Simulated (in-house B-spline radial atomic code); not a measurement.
Configurations of the ytterbium ion Yb⁵⁺, with energies counted from [Kr] 4d10 4f12 5s2 5p5. Computed with an all-electron radial atomic-structure program (B-spline basis): scalar-relativistic (X2C) B3LYP, spin-polarised, spherical fractional occupations, exact exchange averaged over the configuration, Fermi nucleus of rms radius 5.3108 fm. Shells without spins written out take the highest spin.

Occupations are held fixed; configurations that lie above the ionisation limit could autoionise.

```csv
configuration,E - E(ref) (eV),highest orbital,its <r> (bohr)
[Kr] 4d10 4f11 5s2 5p5 5d1,22.577,5d up,1.666
[Kr] 4d10 4f12 5s2 5p4 5d1,35.026,5d up,1.688
[Kr] 4d10 4f11 5s2 5p5 6f1,63.93,6f up,4.972
[Kr] 4d9 4f12 5s2 5p5 6s1,211.86,6s up,2.422
[Kr] 4d9 4f12 5s2 5p5 6p1,220.9,6p up,2.761
[Kr] 4d9 4f12 5s2 5p5 6f1,243.91,6f up,4.967
```

(1) Order these further configurations by energy, lowest first.
A. [Kr] 4d10 4f11 5s2 5p5 6s1
B. [Kr] 4d9 4f13 5s2 5p5
C. [Kr] 4d10 4f11 5s2 5p5 6d1
D. [Kr] 4d10 4f13 5s2 5p4
E. [Kr] 4d10 4f12 5s2 5p4 5f1

(2) How far above the reference does [Kr] 4d9 4f12 5s2 5p6 lie?

## Answers

(1) D (17.107 eV), A (31.919 eV), C (52.845 eV), E (64.35 eV), B (179.19 eV).

(2) 165.53 eV; its least bound orbital is 4f down with <r> = 0.6678 bohr.
